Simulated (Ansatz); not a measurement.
Consider the redistribution: `FB(F)B(F)F` + `O=C=N[SiH2]O` → `O=C=NB(F)F` + `O[SiH2]B(F)F`.

Computed with Ansatz on PBE0-D4/def2-TZVP structures; ΔE is electronic, products minus reactants. CBS: MP2 limit from def2 TZ/QZ plus the TZ coupled-cluster correction, frozen cores. DFT in def2-TZVPP. One conformer a species, not always the lowest.

`FB(F)B(F)F`:

Z-matrix (Å, degrees):
```
B
F 1 1.315
B 1 1.729 2 121.3
F 1 1.315 2 117.3 3 180.0
F 3 1.315 1 121.3 2 0.1
F 3 1.315 1 121.3 2 -179.9
```

`O=C=N[SiH2]O`:

Cartesian coordinates in Å:
```
O -1.289 0.857 -2.812
C -0.972 0.507 -1.747
N -0.677 0.114 -0.659
Si 0.091 0.016 0.867
O 1.627 -0.527 0.735
H 0.187 1.368 1.450
H -0.741 -0.896 1.683
H 1.774 -1.439 0.482
```

`O=C=NB(F)F`:

```xyz
6

O    -1.526   -0.058    2.098
C    -0.876    0.152    1.165
N    -0.222    0.466    0.205
B     0.609   -0.034   -0.826
F     1.126    0.792   -1.707
F     0.888   -1.318   -0.934
```

`O[SiH2]B(F)F`:

```xyz
8

O     0.766   -0.851   -1.416
Si    0.731    0.200   -0.146
B    -1.014    0.062    0.898
F    -1.184    0.652    2.066
F    -2.052   -0.611    0.428
H    -0.016   -0.918   -1.966
H     1.882   -0.151    0.720
H     0.886    1.617   -0.584
```

| level | ΔE (kcal/mol) |
| --- | --- |
| LDA (SPW92) | -1.4 |
| BHLYP-D4 | 2.0 |
| PBE-QIDH | 1.5 |
| HF/def2-QZVPP | 3.3 |

(1) What does CCSD(T)/CBS give? (Estimate.)

Largest T1 diagnostic among the species: 0.016.

Results:

(1) Ansatz gave: +2.6 kcal/mol. The listed levels differ from it by -4.0, -0.6, -1.1, 0.7 kcal/mol.

From BLYP to BHLYP (50 % exact exchange), in def2-TZVPP and without D4, ΔE moves by +1.3 kcal/mol. At CCSD(T), def2-SVP lies −3.5 kcal/mol from the extrapolated value and def2-TZVPP −0.3 kcal/mol.
